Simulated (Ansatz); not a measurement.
Steps of a relaxation of `[SiH3][SiH]1N[SiH2]1` with RKS PBE0-D4/def2-TZVP.

```sh
$ ansatz run in.yaml --threads 4 --pin off --events-out ev --progress --plain --max-ram 10444MiB
```

```yaml
crystal:
  periodic: [false, false, false]
  atoms:
    - {symbol: Si, position_ang: [-1.273175, 1.158324, -0.103547]}
    - {symbol: Si, position_ang: [0.863076, 0.230811, -0.403825]}
    - {symbol: N, position_ang: [1.589952, -0.704282, 0.858648]}
    - {symbol: Si, position_ang: [0.790467, -2.223467, 0.140720]}
    - {symbol: H, position_ang: [-1.801846, 0.665049, 1.215044]}
    - {symbol: H, position_ang: [-2.216608, 0.776208, -1.212339]}
    - {symbol: H, position_ang: [-1.181437, 2.663526, -0.070178]}
    - {symbol: H, position_ang: [1.796731, 0.925809, -1.355532]}
    - {symbol: H, position_ang: [1.498176, -0.464117, 1.849980]}
    - {symbol: H, position_ang: [-0.729990, -1.879217, 0.374341]}
    - {symbol: H, position_ang: [0.730053, -1.205545, -1.272613]}
basis:
  gaussian: {orbitals: def2-TZVP}
hamiltonian: {xc: pbe0, dispersion: d4}
relax: {f_tol: 0.005, max_steps: 150}
```

Positions (Å) and forces (eV/Å) along the path, 11 of 14 steps:

```xyz
11
step=1 energy=-25225.7190 eV
Si   -1.273    1.158   -0.104   -0.179    0.108    0.078
Si    0.863    0.231   -0.404    0.329   -0.693    0.235
N     1.590   -0.704    0.859   -0.587    0.257   -0.115
Si    0.790   -2.223    0.141    0.000    0.550    0.185
H    -1.802    0.665    1.215    0.124    0.107   -0.291
H    -2.217    0.776   -1.212    0.246    0.063    0.233
H    -1.181    2.664   -0.070   -0.013   -0.318   -0.007
H     1.797    0.926   -1.356   -0.182   -0.123    0.237
H     1.498   -0.464    1.850   -0.004   -0.176   -0.664
H    -0.730   -1.879    0.374    0.332    0.015   -0.061
H     0.730   -1.206   -1.273   -0.067    0.210    0.171
11
step=2 energy=-25225.7678 eV
Si   -1.260    1.154   -0.090   -0.058    0.019   -0.023
Si    0.848    0.207   -0.419    0.186   -0.336    0.263
N     1.566   -0.691    0.857   -0.193    0.054   -0.295
Si    0.813   -2.217    0.139   -0.013    0.317    0.218
H    -1.780    0.665    1.216    0.026    0.023   -0.073
H    -2.176    0.760   -1.197    0.024    0.037    0.069
H    -1.168    2.645   -0.061    0.001   -0.083   -0.005
H     1.780    0.912   -1.342   -0.043   -0.046    0.048
H     1.433   -0.450    1.832   -0.008   -0.071   -0.210
H    -0.681   -1.835    0.356    0.028   -0.100   -0.008
H     0.690   -1.206   -1.270    0.050    0.188    0.016
11
step=3 energy=-25225.7788 eV
Si   -1.260    1.152   -0.096    0.016   -0.008   -0.001
Si    0.847    0.204   -0.410    0.059   -0.038   -0.005
N     1.572   -0.692    0.845   -0.116   -0.054   -0.064
Si    0.805   -2.206    0.150    0.091    0.028    0.041
H    -1.779    0.663    1.204   -0.026   -0.007    0.038
H    -2.178    0.765   -1.196   -0.026   -0.006   -0.023
H    -1.164    2.636   -0.066    0.006    0.035    0.003
H     1.776    0.910   -1.327    0.019    0.026   -0.027
H     1.445   -0.455    1.816    0.013    0.003    0.059
H    -0.689   -1.849    0.365   -0.018    0.007    0.020
H     0.691   -1.183   -1.263   -0.018    0.013   -0.042
11
step=4 energy=-25225.7801 eV
Si   -1.258    1.151   -0.095    0.008    0.000   -0.010
Si    0.850    0.203   -0.416    0.009   -0.005   -0.015
N     1.564   -0.691    0.846   -0.041   -0.026   -0.024
Si    0.810   -2.206    0.150    0.041   -0.001    0.033
H    -1.781    0.664    1.207   -0.002   -0.003    0.010
H    -2.180    0.766   -1.194   -0.011    0.002   -0.007
H    -1.161    2.636   -0.065    0.004    0.013    0.001
H     1.781    0.910   -1.331    0.003    0.013   -0.001
H     1.433   -0.454    1.817    0.015    0.001    0.023
H    -0.685   -1.854    0.371   -0.010   -0.009   -0.004
H     0.692   -1.182   -1.270   -0.016    0.015   -0.004
11
step=6 energy=-25225.7810 eV
Si   -1.259    1.154   -0.098   -0.001    0.001    0.000
Si    0.848    0.201   -0.420    0.001   -0.005   -0.009
N     1.559   -0.691    0.845   -0.022    0.005    0.021
Si    0.820   -2.212    0.156    0.003    0.007   -0.008
H    -1.781    0.666    1.205    0.001    0.002   -0.004
H    -2.186    0.775   -1.195    0.001    0.004    0.002
H    -1.156    2.639   -0.064    0.003   -0.002    0.000
H     1.782    0.915   -1.328   -0.004   -0.001    0.003
H     1.434   -0.451    1.817    0.015   -0.001   -0.010
H    -0.680   -1.873    0.373    0.002   -0.011    0.002
H     0.684   -1.181   -1.270    0.000    0.002    0.003
11
step=7 energy=-25225.7812 eV
Si   -1.263    1.155   -0.098    0.004   -0.012   -0.010
Si    0.841    0.197   -0.420    0.010   -0.003   -0.004
N     1.557   -0.687    0.844    0.006    0.013    0.041
Si    0.825   -2.214    0.162   -0.006    0.009    0.011
H    -1.805    0.655    1.190    0.002   -0.002    0.009
H    -2.181    0.800   -1.211   -0.011    0.003   -0.009
H    -1.142    2.637   -0.044   -0.005    0.026    0.003
H     1.768    0.912   -1.335    0.003    0.006   -0.002
H     1.457   -0.440    1.817    0.004   -0.019   -0.021
H    -0.678   -1.882    0.380    0.010   -0.015   -0.003
H     0.686   -1.188   -1.264   -0.016   -0.005   -0.013
11
step=8 energy=-25225.7815 eV
Si   -1.263    1.159   -0.103   -0.005    0.001    0.001
Si    0.840    0.197   -0.422    0.005    0.005    0.004
N     1.554   -0.686    0.845   -0.006    0.022    0.019
Si    0.832   -2.217    0.164   -0.003   -0.012    0.003
H    -1.802    0.655    1.186   -0.003   -0.001    0.002
H    -2.185    0.812   -1.215    0.000   -0.002   -0.002
H    -1.143    2.642   -0.041    0.004    0.003    0.001
H     1.768    0.913   -1.334    0.002   -0.004   -0.002
H     1.458   -0.439    1.818   -0.002   -0.016   -0.029
H    -0.673   -1.905    0.388    0.014    0.003   -0.004
H     0.679   -1.188   -1.264   -0.006   -0.001    0.008
11
step=10 energy=-25225.7816 eV
Si   -1.264    1.161   -0.103   -0.004    0.003    0.000
Si    0.838    0.196   -0.422   -0.006   -0.009    0.004
N     1.556   -0.684    0.845    0.008    0.011    0.000
Si    0.838   -2.218    0.165   -0.004    0.000    0.000
H    -1.811    0.652    1.181    0.000   -0.001   -0.001
H    -2.181    0.821   -1.221    0.001    0.000    0.000
H    -1.141    2.644   -0.034    0.004   -0.003    0.000
H     1.765    0.909   -1.339    0.000   -0.001    0.000
H     1.459   -0.439    1.817   -0.002   -0.004   -0.005
H    -0.666   -1.909    0.392   -0.006   -0.004    0.006
H     0.671   -1.190   -1.261    0.008    0.008   -0.004
11
step=11 energy=-25225.7816 eV
Si   -1.265    1.162   -0.103    0.005    0.000    0.000
Si    0.837    0.197   -0.422   -0.008   -0.007   -0.004
N     1.556   -0.683    0.844    0.010    0.000    0.000
Si    0.840   -2.218    0.166    0.002    0.001   -0.003
H    -1.817    0.648    1.176    0.000    0.002   -0.003
H    -2.179    0.828   -1.227    0.001    0.002    0.002
H    -1.137    2.644   -0.028   -0.002   -0.003    0.000
H     1.762    0.908   -1.341   -0.001    0.001    0.002
H     1.460   -0.439    1.816   -0.001    0.004    0.009
H    -0.664   -1.915    0.400   -0.004    0.000   -0.002
H     0.672   -1.190   -1.260   -0.003    0.000   -0.001
11
step=13 energy=-25225.7817 eV
Si   -1.265    1.162   -0.103    0.000   -0.001    0.000
Si    0.836    0.195   -0.423   -0.003    0.000   -0.001
N     1.557   -0.682    0.844    0.006   -0.002   -0.002
Si    0.842   -2.219    0.167   -0.001   -0.001    0.000
H    -1.819    0.648    1.175    0.000    0.000    0.000
H    -2.179    0.832   -1.228    0.000    0.000    0.000
H    -1.136    2.644   -0.026    0.000    0.000    0.000
H     1.760    0.908   -1.342    0.000    0.000    0.000
H     1.462   -0.437    1.817   -0.003    0.001    0.003
H    -0.663   -1.916    0.400    0.000    0.000    0.000
H     0.671   -1.192   -1.260    0.000    0.001    0.000
11
step=14 energy=-25225.7817 eV
Si   -1.266    1.162   -0.104    0.000    0.000    0.000
Si    0.835    0.195   -0.423   -0.002    0.002   -0.001
N     1.557   -0.681    0.844    0.005   -0.004   -0.003
Si    0.843   -2.219    0.168   -0.001    0.000    0.001
H    -1.821    0.647    1.173    0.000    0.000    0.000
H    -2.179    0.835   -1.230    0.000    0.000    0.000
H    -1.135    2.644   -0.024    0.000    0.000    0.000
H     1.759    0.907   -1.343    0.000    0.000    0.000
H     1.462   -0.436    1.816   -0.003    0.002    0.003
H    -0.661   -1.918    0.402    0.000    0.000    0.000
H     0.670   -1.193   -1.259    0.000    0.001    0.000
```

Run time 33 s (4 threads of an Arm Neoverse V2 on a shared host); peak host memory 0.48 GiB.
